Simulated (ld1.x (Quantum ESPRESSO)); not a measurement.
## What the settings do to the TM potential of gallium

Base potential:

gallium (Ga), norm-conserving Troullier–Martins (Kleinman–Bylander form), made with ld1.x (Quantum ESPRESSO) 7.5 (LDA (PZ), scalar-relativistic). Core [Ar] 3d10, reference 4s2 4p1. Waves: 4p (bound): rc 2.35 bohr; 4s (bound): rc 1.65 bohr. Local part: the s channel. Core correction: Bessel-smoothed model core inside 0.95 bohr.

All-electron outer shells of the reference configuration (LDA (PZ), scalar-relativistic, ld1.x):

| shell | level (eV) | outermost node (bohr) | outermost maximum (bohr) |
| --- | --- | --- | --- |
| 3p | -98.65 | 0.24 | 0.56 |
| 3d | -19.40 | – | 0.53 |
| 4s | -9.17 | 0.81 | 1.87 |
| 4p | -2.74 | 0.87 | 2.53 |

Cutoffs, loose and tight: the cutoffs (Ry, on a coarse ladder) from which the occupation-weighted sum of valence levels, in a spherical-Bessel basis at the reference potential, stays within 10 and 1 mRy of its value at 400 Ry. They do not see the model core or the augmentation charge, which bear on the density cutoff. Test errors are all-electron minus pseudo excitation energies from the reference, over the configurations 4s2 4p0; 4s1 4p0; 4s2 4p0.5; 4s2 4p1.3; 4s0 4p3; 4s1 4p1; 4s1 4p2 (two spin-polarised tests are not counted in the largest error). A dash means not determined; rows that change the core or the reference have their own tests.

A true bound ghost makes a file unfit for plane-wave use even where its test errors are small: the radial tests pick states by their node count and pass the ghost by.

| change | outcome | cutoff, loose | cutoff, tight | bound ghosts | largest test error (meV) |
| --- | --- | --- | --- | --- | --- |
| base | generated | 15 Ry | 35 Ry | none | -180 |
| wave 4s (bound): rc 1.65 bohr becomes 4s (bound): rc 1.62 bohr | generated | 15 Ry | 35 Ry | none | -180 |
| wave 4s (bound): rc 1.65 bohr becomes 4s (bound): rc 1.72 bohr | generated | 15 Ry | 35 Ry | none | -180 |
| wave 4s (bound): rc 1.65 bohr becomes 4s (bound): rc 1.94 bohr | generated | 15 Ry | 35 Ry | none | -180 |
| wave 4s (bound): rc 1.65 bohr becomes 4s (bound): rc 2.52 bohr | generated | 10 Ry | 21 Ry | none | -183 |

(1) What comes out with this change to the base: wave 4s (bound): rc 1.65 bohr becomes 4s (bound): rc 2.26 bohr?

(2) What comes out with this change to the base: wave 4s (bound): rc 1.65 bohr becomes 4s (bound): rc 1.10 bohr?

(3) What comes out with this change to the base: wave 4s (bound): rc 1.65 bohr becomes 4s (bound): rc 1.32 bohr?

Answers

(1) outcome: generated; cutoff, loose: 12 Ry; cutoff, tight: 30 Ry; bound ghosts: none; largest test error (meV): -181.

(2) outcome: generated; cutoff, loose: 180 Ry; cutoff, tight: 300 Ry; bound ghosts: p, s (extra level of the local part); largest test error (meV): -160.

(3) outcome: generated; cutoff, loose: 45 Ry; cutoff, tight: 140 Ry; bound ghosts: p; largest test error (meV): -174.

Reading the sweep of the s radius (base included, trends over the rows without a ghost): The loose cutoff falls from 15 Ry at 1.62 to 10 Ry at 2.52 bohr. A larger radius leaves more room for a smooth pseudo-wave, so fewer plane waves are needed; a smaller one forces it to follow the all-electron wave where it bends sharply. The median size of the test errors (rows with all tests solved) rises from 16.0 meV at 1.62 to 31.9 meV at 2.52 bohr. More of the atom is replaced by a form fitted at one configuration, so other configurations suffer as the radius grows. Bound ghosts are found at 1.1, 1.32 bohr.
